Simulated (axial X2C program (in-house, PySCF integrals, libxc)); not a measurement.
**How long does PBr⁺ take?**

A bond scan computed with an in-house all-electron X2C program for linear molecules (integrals from PySCF). Basis: Br dyall-cv3z [8s9p6d4f1g], P dyall-v3z [8s7p2d1f] (cores contracted in-house).

Input:
```json
{
 "zs": [
  35,
  15
 ],
 "q": 1,
 "bas": [
  "dyall-cv3z",
  "dyall-v3z"
 ],
 "levels": [
  "PBE0",
  "HF",
  "PW91"
 ],
 "cc": true,
 "r0": 2.25,
 "thr": -2.0,
 "nmax": 90,
 "npts": 10,
 "nst": 2,
 "ntry": 6
}
```
```bash
python so2c.py task.json out
```

Keys: zs atomic numbers; q charge; bas basis sets; levels methods; cc coupled cluster on or off; r0 starting distance in Å; thr threshold in hartree for freezing inner shells (an s shell follows its p shell); nmax most natural virtual spinors; npts points on the curve; nst determinants followed; ntry starts of the search. HF also brings MP2.

Hardware: 1 thread of Intel(R) Xeon(R) Processor @ 2.30GHz, with other jobs on the host.

Wall time of one point of each curve, integrals apart:

```csv
Hamiltonian,level,points,seconds a point
spin-free,PBE0,10,0.36
spin-free,HF,10,0.23
spin-free,"CCSD(T) (11 electrons, 90 virtuals)",7,4.9
spin-free,PW91,10,0.25
2c,PBE0,10,0.43
2c,HF,10,0.34
2c,"CCSD(T) (11 electrons, 90 virtuals)",7,5.6
2c,PW91,10,0.26
```

The rest:

Search with its distance optimisation 18 s, atoms 11 s, whole task 120 s. Coupled cluster runs on the points near the minimum only. The program drops outer points, and coupled cluster, when its time limit (not in the input) nears; MP2, further determinants and curves that did not converge are not in the table.
